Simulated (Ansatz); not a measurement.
AlF₃, singlet, geometry from GFN2-xTB (such geometries of metal compounds can be far from the true shape), atoms displaced at random by about 0.1 Å a coordinate; HF/STO-3G (Ansatz, a first-principles code).

Input for Ansatz:
Ansatz 0.2 input:
```yaml
crystal:
  periodic: [false, false, false]
  atoms:
    - {symbol: Al, position_ang: [-0.10398162, -0.01186975, -0.04230494]}
    - {symbol: F, position_ang: [-0.06525819, 1.65935085, -0.01612460]}
    - {symbol: F, position_ang: [1.57003544, -0.95092118, 0.04529715]}
    - {symbol: F, position_ang: [-1.61861058, -0.78111655, -0.20460522]}
basis:
  gaussian:
    orbitals: STO-3G
hamiltonian:
  xc: hf
relax: {f_tol: 0.05}
```

### Question
Write the output that Ansatz gives for this input, abridged.

### Answer

```
Functional definition: HF
331 factors; integrals over basis functions are off by at most 1.2e-5 eV
mean field evaluation 1: about -14503.8674 eV, gradient 3.2e1 eV
mean field evaluation 2: about -14503.8881 eV, gradient 3.2e1 eV
mean field evaluation 4: about -14508.7348 eV, gradient 1.3e0 eV
mean field evaluation 8: about -14508.7451 eV, gradient 4.3e-5 eV
mean field -14508.74506507 eV, -533.1865467607 hartree, gradient 6.5e-5 eV, S^2 0.000000; 0 other end points of the search recorded, 0 dependent functions left out
the calculation of the forces begins
reference -14508.74506507 eV, -533.1865467607 hartree; 20, 20 occupied and 4, 4 virtual orbitals, 331 factors
relax step   1: F+E_penalty+E_count = -14508.74506507 eV  Δ(F+E_penalty+E_count) = +0.000e0 eV  max|allowed force component| = 6.216e0 eV/Å  Δτ_max = 0.0000 Å  (22 SCF iters, accepted)
these checks for a lower state are left out or cut short: starts, cluster_reference, orbital_swaps, neighbouring_geometries, increment
332 factors; integrals over basis functions are off by at most 1.3e-5 eV
mean field evaluation 16: about -14510.2657 eV, gradient 7.0e-6 eV
mean field -14510.26565858 eV, -533.2424275415 hartree, gradient 7.0e-6 eV, S^2 0.000000; 0 other end points of the search recorded, 0 dependent functions left out
the calculation of the forces begins
reference -14510.26565858 eV, -533.2424275415 hartree; 20, 20 occupied and 4, 4 virtual orbitals, 332 factors
relax step   2: F+E_penalty+E_count = -14510.26565858 eV  Δ(F+E_penalty+E_count) = -1.521e0 eV  max|allowed force component| = 2.399e0 eV/Å  Δτ_max = 0.1953 Å  (28 SCF iters, accepted)
these checks for a lower state are left out or cut short: starts, cluster_reference, orbital_swaps, neighbouring_geometries, increment
332 factors; integrals over basis functions are off by at most 1.4e-5 eV
mean field -14510.45124220 eV, -533.2492476136 hartree, gradient 6.4e-6 eV, S^2 0.000000; 0 other end points of the search recorded, 0 dependent functions left out
the calculation of the forces begins
reference -14510.45124220 eV, -533.2492476136 hartree; 20, 20 occupied and 4, 4 virtual orbitals, 332 factors
relax step   3: F+E_penalty+E_count = -14510.45124220 eV  Δ(F+E_penalty+E_count) = -1.856e-1 eV  max|allowed force component| = 5.896e-1 eV/Å  Δτ_max = 0.0677 Å  (27 SCF iters, accepted)
these checks for a lower state are left out or cut short: starts, cluster_reference, orbital_swaps, neighbouring_geometries, increment
332 factors; integrals over basis functions are off by at most 1.4e-5 eV
mean field evaluation 32: about -14510.4651 eV, gradient 5.7e-6 eV
mean field -14510.46506486 eV, -533.2497555870 hartree, gradient 5.7e-6 eV, S^2 0.000000; 0 other end points of the search recorded, 0 dependent functions left out
the calculation of the forces begins
reference -14510.46506486 eV, -533.2497555870 hartree; 20, 20 occupied and 4, 4 virtual orbitals, 332 factors
relax step   4: F+E_penalty+E_count = -14510.46506486 eV  Δ(F+E_penalty+E_count) = -1.382e-2 eV  max|allowed force component| = 6.081e-2 eV/Å  Δτ_max = 0.0203 Å  (21 SCF iters, accepted)
these checks for a lower state are left out or cut short: starts, cluster_reference, orbital_swaps, neighbouring_geometries, increment
332 factors; integrals over basis functions are off by at most 1.4e-5 eV
mean field -14510.46520599 eV, -533.2497607735 hartree, gradient 6.3e-6 eV, S^2 0.000000; 0 other end points of the search recorded, 0 dependent functions left out
the calculation of the forces begins
reference -14510.46520599 eV, -533.2497607735 hartree; 20, 20 occupied and 4, 4 virtual orbitals, 332 factors
relax step   5: F+E_penalty+E_count = -14510.46520599 eV  Δ(F+E_penalty+E_count) = -1.411e-4 eV  max|allowed force component| = 8.190e-4 eV/Å  Δτ_max = 0.0020 Å  (22 SCF iters, accepted)
332 factors; integrals over basis functions are off by at most 1.4e-5 eV
mean field -14510.46520599 eV, -533.2497607735 hartree, gradient 6.3e-6 eV, S^2 0.000000; 1 other end points of the search recorded, 0 dependent functions left out
the calculation of the forces begins
reference -14510.46520599 eV, -533.2497607735 hartree; 20, 20 occupied and 4, 4 virtual orbitals, 332 factors
Total energy: -14510.46520599 eV, -533.2497607735 hartree
Atom 0 at    -0.054478    -0.021140    -0.054431 Å, force    -0.000254     0.000180    -0.000057 eV/Å
Atom 1 at    -0.023945     1.577451    -0.009150 Å, force    -0.000219     0.000528     0.000011 eV/Å
Atom 2 at     1.310989    -0.849776     0.031117 Å, force     0.000819    -0.000639     0.000061 eV/Å
Atom 3 at    -1.450380    -0.791092    -0.185273 Å, force    -0.000346    -0.000068    -0.000015 eV/Å
Dipole moment:    -0.000056    -0.000002     0.000006 e Å
```
